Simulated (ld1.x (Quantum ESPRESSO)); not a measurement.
**What one change does to a pseudopotential (indium (In), TM)**

* Element: indium (In)
* Generator: ld1.x (Quantum ESPRESSO) 7.5
* Type: norm-conserving Troullier–Martins (Kleinman–Bylander form)
* Functional: PBEsol
* Relativity: scalar-relativistic
* Frozen core: [Kr] 4d10
* Valence charge: 3
* Reference configuration: 5s2 5p0 (charge +1)
* Partial waves: 5s (bound): rc 1.90 bohr; 5p (bound, empty): rc 2.45 bohr; 5d channel at 0.25 Ry: rc 2.60 bohr
* Local potential: the d channel
* Core correction: a·sin(br)/r model core, default radius (core density twice the valence density)

All-electron outer shells of the reference configuration (PBEsol, scalar-relativistic, ld1.x):

| shell | level (eV) | outermost node (bohr) | outermost maximum (bohr) |
| --- | --- | --- | --- |
| 4d | -26.07 | 0.40 | 0.94 |
| 5s | -14.98 | 1.02 | 2.11 |
| 5p | -8.42 | 1.14 | 2.61 |

Change: local potential all-electron potential smoothed inside 1.60 bohr (lloc = -1).

Cutoffs: the cutoffs (Ry, on a coarse ladder) from which the occupation-weighted sum of valence levels, in a spherical-Bessel basis at the reference potential, stays within 10 and 1 mRy of its value at 400 Ry; they do not see the model core or the augmentation charge, which bear on the density cutoff. Errors are all-electron minus pseudo energies relative to the spin-unpolarised reference configuration.

Problem. What does the change do?

Solution. The potential gets harder (12 Ry and 40 Ry → 18 Ry and 40 Ry); the bound ghosts move from p, s to s; of the 7 tests that both files solve, the error grows in 0 and shrinks in 4 by more than 15 % and 0.3 meV (median size 26.4 → 13.0 meV); the range in which the p phases agree narrows (upper end 1.9 → 0.1). In the separable form a ghost depends on how the local part lies against the semilocal potential of the channel, so the choice of the local part can create or remove one.

```csv
quantity,base,changed
"cutoff, loose",12 Ry,18 Ry
"cutoff, tight",40 Ry,40 Ry
bound ghosts,"s, p",s
"error for 5s2 5p1, meV [ΔE -5.36 eV]",-20,-11
"error for 5s1 5p0, meV [ΔE 19.28 eV]",-145,-134
"error for 5s2 5p0.5, meV [ΔE -3.42 eV]",-6.5,-4.3
"error for 5s2 5p1.3, meV [ΔE -5.89 eV]",-26,-13
"error for 5s1 5p2, meV [ΔE 0.52 eV]",-11,-9.3
"error for 5s0 5p3, meV [ΔE 6.65 eV]",-54,-52
"error for 5s1 5p1, meV [ΔE 6.65 eV]",-27,-23
s: phases at 2.86 bohr within 0.05 rad from the reference energy up to (Ry; the scan ends near 5),1.8,2.0
p: phases at 2.86 bohr within 0.05 rad from the reference energy up to (Ry; the scan ends near 5),1.9,0.1
d: phases at 2.86 bohr within 0.05 rad from the reference energy up to (Ry; the scan ends near 5),0.6,0.5
```

 A true bound ghost makes a file unfit for plane-wave use even where its test errors are small: the radial tests pick states by their node count and pass the ghost by.
